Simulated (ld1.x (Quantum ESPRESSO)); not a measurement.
**Before and after: ultrasoft potential for Cr**

```json
{
 "Element": "Cr",
 "Generator": "ld1.x (Quantum ESPRESSO) 7.5",
 "Type": "ultrasoft",
 "Functional": "LDA (PZ)",
 "Relativity": "scalar-relativistic",
 "Frozen core": "[Ne] 3s2",
 "Valence charge": "12",
 "Reference configuration": "3p6 3d5 4s0.75 4p0.25",
 "Partial waves": "4s (bound): rcut 2.35, rcutus 2.70 bohr; 4s channel at 1.05 Ry: rcut 2.35, rcutus 2.70 bohr; 3p (bound): rcut 1.35, rcutus 1.60 bohr; 4p (bound): rcut 1.35, rcutus 1.60 bohr; 3d (bound): rcut 1.55, rcutus 2.05 bohr; 3d channel at 0.25 Ry: rcut 1.55, rcutus 2.05 bohr",
 "Local potential": "all-electron potential smoothed inside 1.65 bohr (lloc = -1)",
 "Core correction": "a·sin(br)/r model core inside 1.30 bohr",
 "Augmentation charge": "PSQ, inside the norm-conserving radii"
}
```

Change: core correction a·sin(br)/r model core inside 1.46 bohr.

Cutoffs: the cutoffs (Ry, on a coarse ladder) from which the occupation-weighted sum of valence levels, in a spherical-Bessel basis at the reference potential, stays within 10 and 1 mRy of its value at 400 Ry; they do not see the model core or the augmentation charge, which bear on the density cutoff. Errors are all-electron minus pseudo energies relative to the spin-unpolarised reference configuration.

Problem. How do hardness, ghosts and transferability respond?

Solution. The potential gets neither clearly harder nor softer (35 Ry and 55 Ry → 35 Ry and 55 Ry); of the 9 tests that both files solve, the error grows in 2 and shrinks in 2 by more than 15 % and 0.3 meV (median size 5.6 → 5.6 meV); neither file shows a bound ghost. A wider model core is smoother and lowers the density cutoff, which this test does not measure.

| quantity | base | changed |
| --- | --- | --- |
| cutoff, loose | 35 Ry | 35 Ry |
| cutoff, tight | 55 Ry | 55 Ry |
| bound ghosts | none | none |
| error for 3p6 3d5 4s1 4p0, meV [ΔE -0.78 eV] | 0.0 | 0.0 |
| error for 3p6 3d5 4s0 4p0, meV [ΔE 6.36 eV] | -5.6 | -5.6 |
| error for 3p6 3d4 4s0 4p0, meV [ΔE 22.70 eV] | -0.5 | -0.1 |
| error for 3p6 3d4 4s2 4p0, meV [ΔE -0.84 eV] | -17 | -16 |
| error for 3p6 3d5 4s0.5 4p0, meV [ΔE 2.04 eV] | -0.7 | -0.7 |
| error for 3p5 3d5 4s1 4p0, meV [ΔE 50.69 eV] | -13 | -11 |
| error for 3p6 3d6 4s0 4p0, meV [ΔE 0.94 eV] | -4.0 | -3.8 |
| error for 3p6 3d5 4s0.75 4p0.25 (spin-polarised), meV [ΔE -4.86 eV] | +530 | +635 |
| error for 3p6 3d5 4s1 4p0 (spin-polarised), meV [ΔE -5.70 eV] | +527 | +632 |
| s: phases at 2.94 bohr within 0.05 rad from the reference energy up to (Ry; the scan ends near 5) | to the end of the scan | to the end of the scan |
| p: phases at 2.94 bohr within 0.05 rad from the reference energy up to (Ry; the scan ends near 5) | 4.1 | 4.1 |
| d: phases at 2.94 bohr within 0.05 rad from the reference energy up to (Ry; the scan ends near 5) | to the end of the scan | to the end of the scan |
| lowest overlap eigenvalue by channel | s 0.33, p 0.14, d 1.00 | s 0.33, p 0.14, d 1.00 |
